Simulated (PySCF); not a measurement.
C5H12OP2.
Atom-mapped SMILES: `[PH2:1][CH2:2][P:3]1[CH2:4][CH2:5][O:6][CH2:7][CH2:8]1`

Definitions: NICS(0) = −σiso at the ring centroid; NICS(1) = −σiso and NICS(1)zz = −σzz at ±1 Å along the ring normal z. Level: GIAO PBE0/pcSseg-1 (PySCF, non-relativistic, gas phase) on the GFN2-xTB geometry, one conformer.

Ring bond lengths (Å), with Mayer bond orders in brackets: P3–C4 1.862 (0.94), C4–C5 1.530 (1.03), C5–O6 1.406 (0.94), O6–C7 1.406 (0.94), C7–C8 1.529 (1.02), C8–P3 1.863 (0.93).

Problem. Give the NICS values of each ring in ppm.

Solution. 
```
             ring                                                   type  NICS(0)  NICS(1), two faces  NICS(1)zz, two faces  rms pucker (Å)  centre to ring atoms, mean (Å)
P3–C4–C5–O6–C7–C8  6-membered ring with O and P; formal bonds all single     -3.0         -2.2 / -2.6             4.1 / 1.9            0.28                            1.52
```

Problem. What can be read from them?

Solution. 
- P3–C4–C5–O6–C7–C8: mean NICS(1)zz 3.0 ppm, near zero. C4, C5, C7, C8 have four or more neighbours, so the value isn't read as a sign of a π ring current.

Problem. List the ring angles and the Hirshfeld charges of the ring atoms.

Solution. 
- P3–C4–C5–O6–C7–C8: P3 94.1° (+0.141 e), C4 108.7° (-0.126 e), C5 113.2° (0.000 e), O6 113.3° (-0.148 e), C7 113.0° (-0.001 e), C8 109.1° (-0.126 e); sum 651.4° against 720° for a flat convex ring.

Problem. What are the shieldings of the ring atoms and their hydrogens in the same run (means over atoms taken as equivalent)?

Solution. 
| atoms | environment | σ isotropic (ppm) |
| --- | --- | --- |
| P3 | phosphine phosphorus | 377.3 |
| C4 (×2) | sp3 carbon bound to phosphorus | 153.2 |
| C5 (×2) | sp3 carbon bound to oxygen | 116.7 |
| O6 | cyclic ether oxygen | 283.4 |
| H on C4 (×4) | methylene hydrogen | 30.17 |
| H on C5 (×4) | methylene hydrogen | 27.77 |
